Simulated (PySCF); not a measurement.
Ligands exchanged one at a time, B CH3-OH. Gas-phase values, no solvent. One relaxed conformer stands for each flexible species; it need not be the lowest. Strings in code marks are SMILES.

Computed with B3LYP-D3(BJ)/def2-TZVP // PBE0-D3(BJ)/def2-TZVP (PySCF). All candidates: neutral, multiplicity 1. B3LYP has the VWN-RPA correlation part, as in Gaussian. Excitations are Tamm–Dancoff values on a coarser integration grid. The basis has no diffuse functions, so Rydberg states are missing or too high.

* **HOMO**: -8.21 eV
* **S1 excitation (TDA)**: 7.19 eV
* **HOMO–LUMO gap**: 8.55 eV

Which member has these values?
(A) `CB(O)O` (O–B–O–H torsion 0°, O–B–O–H torsion 180°)
(B) `CB(C)O` (C–B–O–H torsion 178°)
(C) `CB(C)C`
(D) `OB(O)O`

B, `CB(C)O` (C–B–O–H torsion 178°). The others give `CB(C)C`: -8.30 eV, 6.48 eV, 7.95 eV; `OB(O)O`: -8.90 eV, 7.54 eV, 8.62 eV; `CB(O)O` (O–B–O–H torsion 0°, O–B–O–H torsion 180°): -8.91 eV, 8.03 eV, 9.18 eV
